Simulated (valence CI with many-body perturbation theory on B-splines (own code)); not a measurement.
**Pm⁵³⁺: fill in the table**

Calculated by valence CI with perturbative core correlation (CI+MBPT): six valence electrons over a frozen Dirac-Fock core [He], radial functions for each j: 9 s, 9 p, 8 d, 6 f, 3 g, 1 h, with the one-electron correlation potential Σ1, the two-electron term Σ2, the three-electron term Σ3, Breit, model QED; selected CI, second order for the rest, scaled by the run's own slope (own B-spline code, finite nucleus).

No measured spectrum was set against this ion. As an estimate, large intervals hold to a few tenths of a per cent, small ones and those within an open d or f shell to about a per cent. Among the levels kept, up to 2100 cm⁻¹ of a level comes from second order outside the variational space, and about a tenth of that is noise between levels of different J, which matters for small intervals.

```
                         Level  E (eV)
    (2s^2 2p1/2^2 2p3/2^2) J=2     0.0
    (2s^2 2p1/2^2 2p3/2^2) J=0       ?
      (2s^2 2p1/2 2p3/2^3) J=1   579.1
      (2s^2 2p1/2 2p3/2^3) J=2   596.9
      (2s 2p1/2^2 2p3/2^3) J=2   886.1
      (2s 2p1/2^2 2p3/2^3) J=1   949.8
            (2s^2 2p3/2^4) J=0  1192.9
        (2s 2p1/2 2p3/2^4) J=0  1474.3
        (2s 2p1/2 2p3/2^4) J=1       ?
         (2p1/2^2 2p3/2^4) J=0  1869.3
   (2s^2 2p1/2^2 2p3/2 3s) J=2  5782.3
   (2s^2 2p1/2^2 2p3/2 3s) J=1       ?
(2s^2 2p1/2^2 2p3/2 3p1/2) J=1  5873.1
(2s^2 2p1/2^2 2p3/2 3p1/2) J=2  5874.9
(2s^2 2p1/2^2 2p3/2 3p3/2) J=3       ?
(2s^2 2p1/2^2 2p3/2 3p3/2) J=1  6038.6
(2s^2 2p1/2^2 2p3/2 3p3/2) J=2       ?
(2s^2 2p1/2^2 2p3/2 3p3/2) J=0  6080.9
(2s^2 2p1/2^2 2p3/2 3d3/2) J=2       ?
(2s^2 2p1/2^2 2p3/2 3d3/2) J=3  6141.0
```

Levels are named by their leading jj configuration (3d3/2^4 stands for four electrons in 3d with j = 3/2), which in mixed levels can hold well under half, so a name can repeat and another be missing.

Q: The levels stand in rising order. What does the calculation give for the missing energies?

A: (2s^2 2p1/2^2 2p3/2^2) J=0 45.6; (2s 2p1/2 2p3/2^4) J=1 1508.3; (2s^2 2p1/2^2 2p3/2 3s) J=1 5789.6; (2s^2 2p1/2^2 2p3/2 3p3/2) J=3 6038.5; (2s^2 2p1/2^2 2p3/2 3p3/2) J=2 6060.8; (2s^2 2p1/2^2 2p3/2 3d3/2) J=2 6134.4.
